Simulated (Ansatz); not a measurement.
Cartesian coordinates in Å:
```
C -1.957 0.248 -2.423
C -0.751 0.518 -1.536
C -0.664 1.982 -1.131
Sn -0.760 -0.755 0.216
C 0.944 -0.326 1.482
C 0.970 -1.233 2.703
C 2.237 -0.415 0.685
H -2.894 0.468 -1.902
H -2.002 -0.793 -2.755
H -1.931 0.879 -3.320
H 0.158 0.247 -2.083
H 0.226 2.197 -0.535
H -1.536 2.287 -0.544
H -0.631 2.631 -2.015
H -0.696 -2.408 -0.253
H -2.222 -0.493 1.082
H 0.803 0.709 1.813
H 0.063 -1.140 3.306
H 1.071 -2.284 2.418
H 1.822 -0.992 3.350
H 2.399 -1.426 0.297
H 2.249 0.270 -0.168
H 3.102 -0.171 1.313
```

Total charge 0; spin multiplicity 1. Sn: def2 effective core potential.

**Question.** List the B3LYP/def2-TZVPP orbital energies in eV (the Gaussian-basis code of Ansatz). (Best estimate.)

**Answer.** Ansatz gave: Occupied: -276.85, -276.85, -276.63, -276.63, -276.56, -276.56, -138.02, -92.87, -92.86, -92.83, -27.18, -27.16, -27.14, -27.04, -27.03, -21.41, -21.25, -18.74, -18.71, -15.95, -15.60, -13.44, -12.40, -12.36, -11.84, -11.32, -11.03, -11.01, -10.55, -10.55, -9.47, -9.47, -9.42, -9.32, -8.34, -7.40, -6.78. Lowest empty: 0.34, 0.44, 0.77, 1.05, 1.32, 1.64, 2.04, 2.29.

B3LYP here is the variant with VWN-RPA as its local correlation; programs differ in this.
